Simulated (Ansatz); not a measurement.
System: CH$_{6}$NSi, net charge 0, doublet state. It need not be the lowest isomer of its formula. 
Geometry from a B3LYP-D3(BJ)/def2-TZVP (Ansatz, a program for electronic structure) optimisation:
```xyz
9

C     -1.5515     0.1660     0.1607
Si     0.2217    -0.4058     0.1711
N      1.2384     0.7999    -0.6019
H     -1.6542     1.1109     0.6974
H     -2.2025    -0.5700     0.6374
H     -1.9005     0.3187    -0.8622
H      0.3650    -1.6954    -0.5607
H      0.7009    -0.6151     1.5661
H      2.2268     0.5366    -0.6243
```
Charge 0, spin multiplicity 2.

Basis-set convergence of Hartree-Fock and CCSD correlation energies (hartree) with Ansatz. Cores are frozen in the correlated levels unless marked. UHF or UKS for open shells. No spin-orbit coupling. Non-relativistic.

| basis | functions | E(HF) | E(corr, CCSD) |
|---|---|---|---|
| def2-SVPD | 112 | -384.56606 | -0.45200 |
| def2-TZVPPD | 224 | -384.77787 | -0.52579 |
| def2-QZVPPD | 400 | -384.79124 | -0.55197 |

Extrapolating the two largest sets (X = 3 and 4) as X^-3: E(corr) = (64·(-0.55197) - 27·(-0.52579))/37 = -0.5711 Eh, an estimate of the basis-set limit. The largest set recovers 96.7 % of it, the smallest 79.1 %.
